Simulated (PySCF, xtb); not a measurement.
C2H5F3Si, SMILES C[SiH2]C(F)(F)F.

GFN2-xTB (xtb 6.7.1) at its own geometry gives an orbital gap of 5.86 eV and a dipole moment of 4.38 D.

Coordinates come from a B3LYP-D3(BJ)/def2-SVP optimisation.

**Question.** What does PySCF with HF/def2-TZVP give? (Estimate from the structure and the level; the computed values follow.)

**Answer.** gap 16.04 eV (levels -13.02 and 3.02 eV), dipole 2.96 D.
